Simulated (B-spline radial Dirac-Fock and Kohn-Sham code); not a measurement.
## Ionisation of each subshell: Cr²¹⁺

System: the Cr²¹⁺ ion, configuration [He] 2s1; nuclear rms radius 3.6452 fm (A = 52).

Input file task.json (cfg lists n, l and occupation; rrms is the nuclear radius in fm):

```json
{"items": [{
  "Z": 24,
  "q": 21,
  "cfg": [[1, 0, 2], [2, 0, 1]],
  "A": 52,
  "rrms": 3.6452,
  "do": ["binding"]
}]}
```

Launch: `python xray_run.py task.json out`

These are calculated numbers from a B-spline atomic structure program; the model is ΔSCF Dirac-Fock with Breit, self-energy and vacuum polarisation, finite nucleus, configuration average. Electron correlation is not included. Energies are counted from the vacuum level. Subshells whose hole state is unreliable or did not converge are left out.

All terms are in eV, carry their sign (relaxation lowers the binding energy) and add up to the binding energy; ⟨r⟩ is the mean radius of the orbital in the initial state.

| subshell | −ε (Koopmans) | relaxation | Breit | QED | binding energy | ⟨r⟩ (bohr) |
| --- | --- | --- | --- | --- | --- | --- |
| L1 (2s) | 1721.8 | -0.01 | -0.43 | -0.35 | 1721.0 | 0.261 |

For the deepest level, L1 (2s), the Breit terms make up -0.025 % of the binding energy, QED -0.020 % and orbital relaxation -0.001 %.

Going to the tabulated ground configuration of the next ion removes an electron from L1 (2s), computed at 1721.0 eV. NIST lists 1721.183 ± 0.007 eV as the ionisation energy of this species (theoretical), +0.16 eV from the computed value.
